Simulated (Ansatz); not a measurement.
Ideal-gas functions of `N[AsH]O` at 500 K and 1 bar, from an Ansatz frequency run at PBE0-D4/def2-TZVP.

Molar mass 108.96 g/mol, point group C1 (symmetry number 1), electronic degeneracy 1, moments of inertia 35.682, 74.083, 101.308 u Å². Harmonic wavenumbers (cm⁻¹, unscaled): 241, 264, 362, 553, 645, 698, 756, 860, 1001, 1045, 1587, 2208, 3554, 3660, 3880.

Use S(trans) = R[1.5 ln M + 2.5 ln T − 1.1517]; rotational temperatures θ = 24.2544 K / I; S(rot) = R[ln(√π/σ · √(T³/θAθBθC)) + 1.5]; for each mode x = 1.438777 ν̃/T, S = R[x/(eˣ − 1) − ln(1 − e⁻ˣ)] and H = RT x/(eˣ − 1); 1 cm⁻¹ = 0.0119627 kJ/mol; R = 8.31446 J/(mol·K).

By hand: the entropy, in J/(mol·K).

Translation 178.1. Rotation: θ = 0.6797, 0.3274, 0.2394 K, giving 106.9. Vibration, mode by mode: 11.52, 10.80, 8.34, 5.28, 4.27, 3.79, 3.32, 2.62, 1.90, 1.72, 0.49, 0.11, 0.00, 0.00, 0.00, in all 54.2. Electronic 0.0. Sum 339.2 J/(mol·K).

By hand: H − E and G − E in kJ/mol, counted from the electronic energy.

Zero-point energy ½ × 21314 × 0.0119627 = 127.5; thermal vibration 16.1; translation, rotation and pV give 4 RT = 16.6. H − E = 160.2 kJ/mol, and G − E = 160.2 − 500 × 339.2/1000 = -9.4 kJ/mol.

Vibration gives 16 % of the entropy. The sum counts one conformer and one mirror image; others add a mixing term.
